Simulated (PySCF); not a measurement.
Coordinates in bohr (charge 0 multiplicity 1):
```
Nb   -2.3545    0.0000    0.6232
O    -3.8127    2.5901   -0.6941
O    -3.8127   -2.5901   -0.6941
I     2.6685    0.0000   -0.2758
```

All numbers come from PBE/[Nb def2-SVP with ECP28, O def2-SVP, I def2-SVP with ECP28], scalar-relativistic core potentials, density fitting, no spin–orbit coupling, PySCF.

This geometry of NbO2I is a stationary point at this level.

(1) What is the point group?

(2) Is it a minimum?

(3) Which band is strongest in the infrared?

(4) What are the dipole moment and the gap between the highest occupied and lowest empty levels?

(5) What is the atomisation energy, with and without zero-point energy?

## Answers

(1) Cs.

(2) Yes: all harmonic wavenumbers are real.

(3) 948 cm⁻¹ (a''), 159 km/mol.

(4) 4.41 D and 2.12 eV.

(5) 1873 kJ/mol without, 1856 kJ/mol with.

Only a few start shapes were tried, so a lower isomer may exist.
